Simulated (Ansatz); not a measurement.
Cost and result for the atomization energy of `CO[Si](F)(F)SC` (13 atoms, 12 bonds).

```xyz
13

C     1.9282    1.6839    0.1781
O     0.5190    1.7795    0.2683
Si   -0.5490    0.6536   -0.1489
F    -0.4313    0.2668   -1.6851
F    -1.9809    1.3019    0.0034
S    -0.3077   -1.0664    1.0210
C    -1.3671   -2.2230    0.0962
H     2.2517    1.7423   -0.8643
H     2.3544    2.5217    0.7297
H     2.2933    0.7495    0.6137
H    -1.0469   -2.2973   -0.9412
H    -2.4114   -1.9201    0.1501
H    -1.2520   -3.1924    0.5789
```

The species carries charge 0 and has multiplicity 1. Geometry: relaxed with PBE0-D4/def2-TZVP. It is one conformer, not always the lowest. Program: Ansatz. All runs use 2 threads of an AMD EPYC 7R13 on a shared host and a share of an NVIDIA H100 80 GB. Times are those of one run each, without the atoms' runs, and a repeat can differ threefold. Electronic energies, without spin–orbit coupling; frozen cores. CCSD(T)/CBS adds CCSD(T) − MP2 in def2-TZVPP to the MP2 limit, and its time is that of the two runs behind it. T1 = 0.011. B3LYP takes the VWN-RPA correlation (the form of Gaussian; ORCA's B3LYP/G).

CCSD(T)/CBS is a level of theory with its own doubt, some kJ/mol a heavy atom from the limit and from the frozen cores, so smaller differences don't rank the functionals.

| level | functions | wall time |
| --- | --- | --- |
| PBE0-D4/def2-TZVPP | 323 | 4.6 s |
| PBE-D4/def2-TZVPP (with forces) | 323 | 4.7 s |
| B3LYP-D4/def2-TZVPP (with forces) | 323 | 5.5 s |
| r2SCAN-D4/def2-TZVPP (with forces) | 323 | 6 s |
| ωB97X-V/def2-TZVPP | 323 | 8.5 s |
| B2PLYP/def2-TZVPP | 323 | 8.5 s |
| ωB97M-V/def2-TZVPP (with forces) | 323 | 10 s |
| MP2/def2-QZVPP | 605 | 11 s |
| CCSD(T)/def2-TZVPP | 323 | 14 s |
| CCSD(T)/CBS(def2) | – | 25 s |

(1) What atomization energy does each give, and how far from CCSD(T)/CBS? (Estimate.)

Answers

(1) Computed: 
```tsv
level	atomization (kJ/mol)	difference from CCSD(T)/CBS	per bond
PBE0-D4/def2-TZVPP	5198.7	-33.2	-2.8
PBE-D4/def2-TZVPP (with forces)	5299.4	67.5	5.6
B3LYP-D4/def2-TZVPP (with forces)	5191.4	-40.5	-3.4
r2SCAN-D4/def2-TZVPP (with forces)	5232.7	0.8	0.1
ωB97X-V/def2-TZVPP	5230.0	-1.9	-0.2
B2PLYP/def2-TZVPP	5152.2	-79.7	-6.6
ωB97M-V/def2-TZVPP (with forces)	5233.7	1.8	0.2
MP2/def2-QZVPP	5303.9	72.0	6.0
CCSD(T)/def2-TZVPP	5081.9	-150.0	-12.5
CCSD(T)/CBS(def2)	5231.9	0.0	0.0
```

In def2-TZVPP, CCSD(T) changes the Hartree–Fock value by +1246.8 kJ/mol (the triples alone add +77.8 kJ/mol) and MP2 by +1378.4 kJ/mol; breaking electron pairs costs correlation energy, which Hartree–Fock lacks. The D4 term adds +52.6 kJ/mol with B3LYP and +27.8 kJ/mol with PBE0; it sums over pairs of atoms, weighted by their polarisabilities, and B3LYP, whose exchange is more repulsive, gets the larger term. From PBE to PBE0 (25 % exact exchange), in def2-TZVPP and without D4, the atomization energy moves by −95.8 kJ/mol: exact exchange takes away binding that semilocal exchange gives to molecules.
